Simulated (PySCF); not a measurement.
## Spin-rotation constants: `C[C@@H](O)[C@@H](F)Br`, C3H6BrFO

Geometry (Å), atoms numbered from 1 in this order:
```xyz
12

C     1.067    0.234   -0.816
C     0.255    0.218    0.467
O    -0.308    1.455    0.774
C    -0.787   -0.892    0.491
F    -1.349   -0.987    1.708
Br   -2.205   -0.529   -0.822
H     0.426    0.452   -1.684
H     1.832    1.020   -0.745
H     1.572   -0.728   -0.994
H     0.922   -0.031    1.313
H    -1.000    1.627    0.121
H    -0.372   -1.869    0.198
```

The calculation used PySCF, GIAO CAM-B3LYP/pcSseg-1 magnetisability, rotational g tensor and spin-rotation constants, non-relativistic, gas phase. Geometry: PBE0-D3(BJ)/def2-SVP.

The calculation is non-relativistic, which matters for the atoms heavier than Zn.

Task: Give the nuclear spin-rotation constants along the inertial axes (H = +C I·J) beside the isotropic shieldings.

Result: Rotational constants 3.0841, 1.6433, 1.3429 GHz. A star marks the isotopologue with that one atom substituted, in its own axes.
```
atom  isotope  Caa (kHz)  Cbb (kHz)  Ccc (kHz)  mean (kHz)  σ (ppm)
  F5      19F      1.494      1.449      1.554       1.499    324.8
 Br6     79Br      3.429      1.905      2.690       2.675   2190.2
  H7       1H     -0.144     -0.074     -0.144      -0.121     30.2
  H8       1H     -0.026     -0.139     -0.135      -0.100     29.9
  H9       1H     -0.357     -0.178      0.022      -0.171     30.6
 H10       1H      0.011     -0.083     -0.140      -0.070     27.4
 H11       1H     -0.162     -0.156     -0.116      -0.145     30.1
 H12       1H     -0.282     -0.171      0.106      -0.116     25.0
  C1     13C*      0.524      0.232      0.195       0.317    161.1
  C2     13C*      0.761      0.378      0.279       0.473    110.6
  O3     17O*     -0.199     -0.147     -0.139      -0.162    291.5
  C4     13C*      0.905      0.414      0.468       0.596     64.1
```
For the geometry as given, no vibrational averaging.

Task: How do the rotational constants and the g tensor change when H7, H8, H9, H10, H11, H12 are replaced by deuterium?

Result: Constants 2.7570, 1.4994, 1.2426 GHz; g -0.0157, -0.0038, -0.0074, against -0.0169, -0.0044, -0.0078 before.
